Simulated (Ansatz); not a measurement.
One change: `N=[C](O)[GeH2][NH2]` becomes `N=[C](O)[AlH2]`.

Ansatz, PBE0-D4/def2-TZVP geometries, multiplicity 1. Each molecule was computed in one conformer, which needn't be the lowest.

Scalar relativity is left out up to krypton.

| property | `N=[C](O)[GeH2][NH2]` |
| --- | --- |
| size of the dipole moment (PBE/def2-TZVPP) / D | 0.76 |
| LUMO energy (PBE0/def2-TZVPP) / eV | -0.29 |
| LUMO energy (ωB97M-V/def2-TZVPP) / eV | 1.61 |
| HOMO energy (PBE/def2-TZVPP) / eV | -5.75 |
| LUMO energy (B3LYP/def2-TZVPP) / eV | -0.55 |
| HOMO energy (PBE0/def2-TZVPP) / eV | -7.16 |

(1) Give the same properties after the change, and the shifts. (Estimate.)

## Answers

(1) The calculation gave: 
| property | `N=[C](O)[AlH2]` | shift |
| --- | --- | --- |
| size of the dipole moment (PBE/def2-TZVPP) / D | 0.80 | 0.04 |
| LUMO energy (PBE0/def2-TZVPP) / eV | -2.11 | -1.82 |
| LUMO energy (ωB97M-V/def2-TZVPP) / eV | -0.43 | -2.04 |
| HOMO energy (PBE/def2-TZVPP) / eV | -6.08 | -0.33 |
| LUMO energy (B3LYP/def2-TZVPP) / eV | -2.34 | -1.79 |
| HOMO energy (PBE0/def2-TZVPP) / eV | -7.45 | -0.29 |

With PBE0 the HOMO falls by 0.29 eV and the LUMO falls by 1.82 eV, so the gap narrows by about 1.53 eV. PBE moves the HOMO by -0.33 eV and ωB97M-V by -0.30 eV. Dipoles are sizes alone; their direction can turn.

B3LYP here is the variant with VWN-RPA as its local correlation; programs differ in this.
